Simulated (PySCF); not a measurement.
Spinor energies of Cd³⁺ (cadmium, charge +3)

Start: [Kr] 4d8 5p1; 4d3/2 filled at m_j = -1/2, +1/2, +3/2; 4d5/2 filled at m_j = -3/2, -1/2, +1/2, +3/2, +5/2; 5p3/2 filled at m_j = +3/2. Calculated with PySCF 2.14 in x2c-TZVPall-2c: generalised Hartree-Fock with the X2C-1e Hamiltonian and a Gaussian nucleus; one run each with spin-orbit coupling (SO) switched off, then screened by Boettger's factors. This is a chosen level, not necessarily the ground level.

```json
{"spinor shell": "1s1/2", "electrons": "2", "ε, spin-free (eV)": "-26890.5", "ε, screened SO (eV)": "-26888.3", "weight of nominal j (screened SO)": "1.000", "rms radius, screened SO (bohr)": "0.0348"}
{"spinor shell": "2s1/2", "electrons": "2", "ε, spin-free (eV)": "-4118.7", "ε, screened SO (eV)": "-4118.0", "weight of nominal j (screened SO)": "1.000", "rms radius, screened SO (bohr)": "0.142"}
{"spinor shell": "2p1/2", "electrons": "2", "ε, spin-free (eV)": "-3693.1", "ε, screened SO (eV)": "-3826.5", "weight of nominal j (screened SO)": "1.000", "rms radius, screened SO (bohr)": "0.124"}
{"spinor shell": "2p3/2", "electrons": "4", "ε, spin-free (eV)": "-3693.1", "ε, screened SO (eV)": "-3631.7", "weight of nominal j (screened SO)": "1.000", "rms radius, screened SO (bohr)": "0.128"}
{"spinor shell": "3s1/2", "electrons": "2", "ε, spin-free (eV)": "-841.76", "ε, screened SO (eV)": "-841.59", "weight of nominal j (screened SO)": "1.000", "rms radius, screened SO (bohr)": "0.381"}
{"spinor shell": "3p1/2", "electrons": "2", "ε, spin-free (eV)": "-698.75", "ε, screened SO (eV)": "-723.40", "weight of nominal j (screened SO)": "1.000", "rms radius, screened SO (bohr)": "0.375"}
{"spinor shell": "3p3/2", "electrons": "4", "ε, spin-free (eV)": "-698.75", "ε, screened SO (eV)": "-687.34", "weight of nominal j (screened SO)": "1.000", "rms radius, screened SO (bohr)": "0.386"}
{"spinor shell": "3d3/2", "electrons": "4", "ε, spin-free (eV)": "-475.38", "ε, screened SO (eV)": "-479.94", "weight of nominal j (screened SO)": "0.997", "rms radius, screened SO (bohr)": "0.361"}
{"spinor shell": "3d5/2", "electrons": "6", "ε, spin-free (eV)": "-475.38", "ε, screened SO (eV)": "-472.18", "weight of nominal j (screened SO)": "0.998", "rms radius, screened SO (bohr)": "0.365"}
{"spinor shell": "4s1/2", "electrons": "2", "ε, spin-free (eV)": "-171.42", "ε, screened SO (eV)": "-171.41", "weight of nominal j (screened SO)": "1.000", "rms radius, screened SO (bohr)": "0.933"}
{"spinor shell": "4p1/2", "electrons": "2", "ε, spin-free (eV)": "-126.36", "ε, screened SO (eV)": "-132.26", "weight of nominal j (screened SO)": "0.956", "rms radius, screened SO (bohr)": "0.995"}
{"spinor shell": "4p3/2", "electrons": "4", "ε, spin-free (eV)": "-126.36", "ε, screened SO (eV)": "-123.61", "weight of nominal j (screened SO)": "0.978", "rms radius, screened SO (bohr)": "1.02"}
{"spinor shell": "4d5/2", "electrons": "5", "ε, spin-free (eV)": "-61.088", "ε, screened SO (eV)": "-61.029", "weight of nominal j (screened SO)": "0.626", "rms radius, screened SO (bohr)": "1.25"}
{"spinor shell": "4d3/2", "electrons": "3", "ε, spin-free (eV)": "-61.088", "ε, screened SO (eV)": "-61.395", "weight of nominal j (screened SO)": "0.668", "rms radius, screened SO (bohr)": "1.25"}
{"spinor shell": "5p3/2", "electrons": "1", "ε, spin-free (eV)": "-29.593", "ε, screened SO (eV)": "-29.383", "weight of nominal j (screened SO)": "1.000", "rms radius, screened SO (bohr)": "2.87"}
```

```csv
quantity,spin-free,screened SO
E (hartree),-5587.81925,-5588.95522
M_J,11/2,11/2
⟨J²⟩,35.756,35.756
⟨L²⟩,20.005,20.120
⟨S²⟩,3.751,3.735
```

Each row is a mean over spinors that exchange with the open shell spreads, by up to 9.819 eV (4p3/2).

Rows whose weight is well below 1 are mixtures of j = l ± 1/2: exchange outweighs spin-orbit coupling there, and the label is only the starting occupation.

Breit and QED terms are absent; they matter most for the inner s and p1/2 levels.

Densities and radii are taken from the X2C orbitals without a picture-change correction, which distorts them close to the nucleus.

Without spin-orbit coupling the j labels of p, d and f shells carry no meaning; the spin-free column gives the mean over the occupied spinors of each nl shell.
